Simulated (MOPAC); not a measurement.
A run for MOPAC: PM7 on F2Ge (SMILES [F][Ge][F]), a point of a bond scan (R = 1.758 Å).

```
PM7 1SCF PRECISE CHARGE=0 THREADS=1
F2Ge

Ge     0.03526473 1    -0.02085730 1     0.41569386 1
F      0.59947255 1     1.18027422 1    -0.73782567 1
F     -0.72485825 1    -1.10611494 1    -0.74019696 1
```

It printed:

```
*******************************************************************************
 **                                                                           **
 **                              MOPAC v23.2.5                                **
 **                                                                           **
 *******************************************************************************
 ** MOPAC's Digital Object Identifier: https://doi.org/10.5281/zenodo.6511958 **
 **                                                                           **
 ** Please cite the open-source release paper for use of this MOPAC version:  **
 ** J. E. Moussa and J. J. P. Stewart (2026)                                  **
 ** MOPAC: An open-source semiempirical molecular orbital program             **
 ** J. Open Source Softw., 11(119), 8025, https://doi.org/10.21105/joss.08025 **
 *******************************************************************************

                              PM7 CALCULATION RESULTS

 *******************************************************************************
 *  PM7        - The PM7 Hamiltonian to be used
 *
 *
 *
 *                 CHARGE ON SYSTEM = 0
 *
 *
 *
 *  PRECISE    - TIGHTER CRITERIA TO BE USED
 *  1SCF       - DO 1 SCF AND THEN STOP
 *  THREADS=1  - MULTI-THREADING NOT USED
 *  T=         - A TIME OF 172800.0 SECONDS REQUESTED
 *  DUMP=N     - RESTART FILE WRITTEN EVERY 7200.0 SECONDS REQUESTED
 *******************************************************************************
PM7 1SCF PRECISE CHARGE=0 THREADS=1
 F2Ge

   ATOM   CHEMICAL          X               Y               Z
  NUMBER   SYMBOL      (ANGSTROMS)     (ANGSTROMS)     (ANGSTROMS)

     1      Ge          0.03526473  *  -0.02085730  *   0.41569386  *
     2       F          0.59947255  *   1.18027422  *  -0.73782567  *
     3       F         -0.72485825  *  -1.10611494  *  -0.74019696  *



          CARTESIAN COORDINATES

    NO.       ATOM           X           Y           Z

     1        Ge          0.0353     -0.0209      0.4157
     2         F          0.5995      1.1803     -0.7378
     3         F         -0.7249     -1.1061     -0.7402

 General Reference for PM7:
 "Optimization of Parameters for Semiempirical Methods VI: More Modifications to the
 NDDO Approximations and Re-optimization of Parameters", J. J. P. Stewart, J. Mol. Mod., 1:32, 19 (2013)
 https://link.springer.com/article/10.1007/s00894-012-1667-x

           Empirical Formula: Ge F2  =     3 atoms



      MOLECULAR POINT GROUP   :   C2v


      RHF CALCULATION, NO. OF DOUBLY OCCUPIED LEVELS = 9


 -------------------------------------------------------------------------------
 PM7 1SCF PRECISE CHARGE=0 THREADS=1
 F2Ge



     1SCF WAS SPECIFIED, SO BFGS WAS NOT USED
     SCF FIELD WAS ACHIEVED


                              PM7 CALCULATION
                                                       MOPAC v23.2.5 Linux




          FINAL HEAT OF FORMATION =       -105.97449 KCAL/MOL =    -443.39728 KJ/MOL


          COSMO AREA              =         89.91 SQUARE ANGSTROMS
          COSMO VOLUME            =         76.26 CUBIC ANGSTROMS

          IONIZATION POTENTIAL    =         10.871849 EV
          HOMO LUMO ENERGIES (EV) =        -10.872 -1.275
          NO. OF FILLED LEVELS    =          9
          MOLECULAR WEIGHT        =        110.5868         POINT GROUP:  C2v

          MOLECULAR DIMENSIONS (Angstroms)

            Atom       Atom       Distance
            F     3    F     2     2.64224
            F     2   Ge     1     1.16030
           Ge     1    F     2     0.00000


          SCF CALCULATIONS        =          1





   ATOM   CHEMICAL          X               Y               Z
  NUMBER   SYMBOL      (ANGSTROMS)     (ANGSTROMS)     (ANGSTROMS)

     1      Ge          0.03526473  *  -0.02085730  *   0.41569386  *
     2       F          0.59947255  *   1.18027422  *  -0.73782567  *
     3       F         -0.72485825  *  -1.10611494  *  -0.74019696  *

                             CARTESIAN COORDINATES

   1   Ge        0.035264730    -0.020857300     0.415693860
   2    F        0.599472550     1.180274220    -0.737825670
   3    F       -0.724858250    -1.106114940    -0.740196960


           Empirical Formula: Ge F2  =     3 atoms



      MOLECULAR POINT GROUP   :   C2v


                  EIGENVALUES
 -36.11707 -36.03240 -18.91196 -13.29093 -13.17173 -13.16147 -12.61023 -12.22705
 -10.87185  -1.27529   0.40976   0.56681


              NET ATOMIC CHARGES AND DIPOLE CONTRIBUTIONS

  ATOM NO.   TYPE          CHARGE      No. of ELECS.   s-Pop       p-Pop
    1         Ge           1.162862        2.8371     1.92132     0.91582
    2          F          -0.581431        7.5814     1.95318     5.62826
    3          F          -0.581431        7.5814     1.95318     5.62826
 DIPOLE           X         Y         Z       TOTAL
 POINT-CHG.     0.547    -0.324     6.450     6.481
 HYBRID        -0.109     0.065    -1.287     1.294
 SUM            0.438    -0.259     5.162     5.187


          ATOMIC ORBITAL ELECTRON POPULATIONS

     Atom    s        px        py        pz
    1 Ge   1.92132   0.19704   0.26854   0.45024
    2  F   1.95318   1.90517   1.83994   1.88314
    3  F   1.95318   1.88781   1.85767   1.88278

 **********************
 *                    *
 * JOB ENDED NORMALLY *
 *                    *
 **********************




 == MOPAC DONE ==
```

The run finished.

Cost: around 0.020 core-seconds (rough).
